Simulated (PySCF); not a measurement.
Compound: C2H6BN.
Geometry (GFN2-xTB, Å), atoms numbered from 1 in this order:
```
atom  x, y, z in Å
B1     2.0268   -0.0829    0.0241
N2     0.5731   -0.0236    0.1944
C3    -0.5683    0.0232    0.3278
C4    -1.9907    0.0825    0.4932
H5     2.3998    1.0502    0.0369
H6     2.2075   -0.6197   -1.0258
H7     2.4336   -0.7186    0.9481
H8    -2.4823   -0.3696   -0.3686
H9    -2.3095    1.1214    0.5818
H10   -2.2812   -0.4583    1.3943
```

The closed-shell ground state was solved at several levels (PySCF, density fitting, gas phase, non-relativistic).

```tsv
level	basis functions	HOMO (eV)	LUMO (eV)	gap (eV)	dipole (D)
B3LYP/pcJ-1	168	-7.50	-0.62	6.88	7.11
PBE0/def2-SVPD	128	-7.65	-0.38	7.27	7.04
```

(1) What might PBE0/pcSseg-1 (98 basis functions) give for the same quantities?

(2) Over all these levels, which gives the widest orbital gap and which the narrowest?

(3) How far do the dipole and the HOMO energy spread over the levels?

Results:

(1) HOMO -7.66 eV, LUMO -0.34 eV, gap 7.32 eV, dipole 7.11 D.

(2) PBE0/pcSseg-1 (global hybrid, 25 % exact exchange) has the widest, 7.32 eV, and B3LYP/pcJ-1 (global hybrid, 20 % exact exchange) the narrowest, 6.88 eV. Functional and basis both differ between the two, so the spread mixes both effects.

(3) The dipole runs from 7.04 to 7.11 D (mean 7.09 D) and the HOMO from -7.66 to -7.50 eV.
